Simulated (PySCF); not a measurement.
# C₆ coefficients of unlike pairs at UHF

Calculated with PySCF 2.14 from the dipole response of each species, C₆(A,B) = (3/π) ∫ α_A(iu) α_B(iu) du, in atomic units, from isotropic polarisabilities. For ions this is the dispersion term alone; charge-induced terms of lower order in 1/R come first.

```tsv
species	configuration	basis	relativity	α (bohr³)	C₆ (like pair)
P(2+)	[Ne] 3s2 3p1 (2P)	aug-cc-pV(D+d)Z (5s4p3d)	none	9.588	35.22
N(2+)	[He] 2s2 2p1 (2P)	aug-cc-pCVTZ-DK (7s6p4d2f)	spin-free X2C	2.699	3.821
Bi	[Xe] 4f14 5d10 6s2 6p3 (4S)	aug-cc-pwCVDZ-PP with ECP60MDF (6s5p4d1f)	core potential	49.35	596.9
Ar+	[Ne] 3s2 3p5 (2P)	aug-cc-pCVQZ-DK (10s9p7d5f3g)	spin-free X2C	6.790	30.46
```

Question: Estimate C₆ for Ar+ with P(2+).

Answer: The integral gives 31.64. The combination rule 2 C_A C_B / (C_A α_B/α_A + C_B α_A/α_B) gives 31.57 and the geometric mean 32.75.

No spin-orbit coupling is included, so Bi, close to jj coupling, stand for model states.

The other pairs:

```tsv
pair	C₆
Bi, P(2+)	142.7
Bi, N(2+)	45.18
N(2+), P(2+)	11.38
Ar+, Bi	124.0
Ar+, N(2+)	10.75
```
